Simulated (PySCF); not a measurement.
H₄Pb, SMILES [PbH4]. Geometry optimised at PBE-D3(BJ)/def2-TZVPD. The def2 effective core potentials stand for the cores of Pb; spin–orbit coupling is left out.

All values below come from PBE-D3(BJ)/def2-TZVPD in PySCF.

Harmonic wavenumbers (cm⁻¹): 585, 585, 585, 659, 659, 1765, 1803, 1803, 1803. Rotational constants (GHz): 60.14, 60.14, 60.14; symmetry number 12.

Q: Work out the zero-point energy and the ideal-gas rigid-rotor harmonic-oscillator thermochemistry at 298.15 K and 1 atm.

A: ZPE = ½ Σ hcν = ½ × 10246 cm⁻¹ = 61.29 kJ/mol. H − E(el) = 73.23 kJ/mol. Entropy in J/(mol K): translation 175.51, rotation 54.41, vibration 9.03, total 238.95. G − E(el) = 1.99 kJ/mol. Cp = 54.66 J/(mol K).
